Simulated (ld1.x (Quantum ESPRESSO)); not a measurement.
## What one change does to a pseudopotential (Pt, ultrasoft)

ld1.x (Quantum ESPRESSO) 7.5 input, shortened:

```
&input
   title='Pt', zed=78., rel=1, dft='WC', iswitch=3,
   config='[Xe] 4f14 5d9 6s1 6p0'
 /
 &inputp
   pseudotype=3, tm=.true., lloc=-1, rcloc=3.35,
   nlcc=.true., new_core_ps=.true., rcore=1.70,
   which_augfun='PSQ', rmatch_augfun_nc=.true.
 /
6
6S  1  0   1.00   0.00  2.35  2.50  0.0
6S  1  0   0.00   1.50  2.35  2.50  0.0
6P  2  1   0.00   0.00  2.55  3.50  0.0
6P  2  1   0.00   5.00  2.55  3.50  0.0
5D  3  2   9.00   0.00  2.05  2.25  0.0
5D  3  2   0.00   2.40  2.05  2.25  0.0
 &test
   configts(1)='5d9 6s1 6p0'
 /
```

Change: functional PBE.

Cutoffs: the cutoffs (Ry, on a coarse ladder) from which the occupation-weighted sum of valence levels, in a spherical-Bessel basis at the reference potential, stays within 10 and 1 mRy of its value at 400 Ry; they do not see the model core or the augmentation charge, which bear on the density cutoff. Errors are all-electron minus pseudo energies relative to the spin-unpolarised reference configuration.

Problem. What does the change do?

Solution. The potential gets neither clearly harder nor softer (21 Ry and 35 Ry → 21 Ry and 35 Ry); of the 7 tests that both files solve, the error grows in 0 and shrinks in 1 by more than 15 % and 0.3 meV (median size 107.6 → 111.8 meV); neither file shows a bound ghost.

| quantity | base | changed |
| --- | --- | --- |
| cutoff, loose | 21 Ry | 21 Ry |
| cutoff, tight | 35 Ry | 35 Ry |
| bound ghosts | none | none |
| error for 5d9 6s0 6p0, meV [ΔE 9.23 → 9.19 eV] | -50 | -43 |
| error for 5d8 6s0 6p0, meV [ΔE 29.23 → 29.16 eV] | -86 | -70 |
| error for 5d7 6s0 6p0, meV [ΔE 61.49 → 61.38 eV] | -633 | -643 |
| error for 5d8 6s1 6p1, meV [ΔE 6.65 → 6.57 eV] | -131 | -143 |
| error for 5d8 6s1 6p0, meV [ΔE 11.20 → 11.17 eV] | -108 | -112 |
| error for 5d6 6s0 6p0, meV [ΔE 107.18 → 107.03 eV] | -2297 | -2360 |
| error for 5d9.5 6s0.5 6p0, meV [ΔE -0.11 → -0.12 eV] | -38 | -38 |
| s: phases at 3.81 bohr within 0.05 rad from the reference energy up to (Ry; the scan ends near 5) | to the end of the scan | to the end of the scan |
| p: phases at 3.81 bohr within 0.05 rad from the reference energy up to (Ry; the scan ends near 5) | 1.5 | 1.6 |
| d: phases at 3.81 bohr within 0.05 rad from the reference energy up to (Ry; the scan ends near 5) | 0.6 | 0.7 |
| lowest overlap eigenvalue by channel | s 0.37, p 0.23, d 0.68 | s 0.39, p 0.22, d 0.68 |
